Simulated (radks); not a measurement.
Problem. Numerical settings for the samarium ion Sm2+, [Xe] 4f6. All-electron calculation, scalar-relativistic Kohn-Sham, r2SCAN, spin-polarised, spherical densities, finite nucleus; open shells are filled with parallel spins first (spin-orbit coupling, left out, can overturn this in heavy ions); meta-GGA in the generalised Kohn-Sham scheme; Fermi nuclear charge, rms radius 5.0819 fm. Program: a radial shooting solver on a logarithmic mesh with Libxc functionals. The defaults (mesh step 0.008 in ln r, mesh end at 40 bohr or more with all orbitals vanishing there, Anderson mixing 0.5 over 9 steps, residual threshold near 1e-9 with the energy settled to 1e-9 hartree or 1e-11 of itself, here a cap of 80 iterations) give E = -10427.323 hartree and 4f at -17.011 eV in 12 iterations. Run on one thread of a shared host, so times are rough (Intel(R) Xeon(R) Platinum 8559C): 0.21 s of CPU time, 0.21 s wall, 12 iterations on 2254 mesh points. One setting is changed at a time: mesh step in ln r 0.03; mesh step in ln r 0.2; mesh step in ln r 0.005; mesh end (bohr) 5; mesh end (bohr) 12; residual threshold 0.001; residual threshold 1e-13; mixing 1; linear mixing, mixing 1; linear mixing, mixing 0.2; mixing history 20; iteration cap 5. Which runs fail to converge, and which converge to a wrong energy?

Solution. Not converged within the cap: mesh step in ln r 0.2; linear mixing, mixing 1; iteration cap 5. Settings that end as converged yet miss the energy by more than 1 mhartree: mesh end (bohr) 5 (+0.00474 hartree).
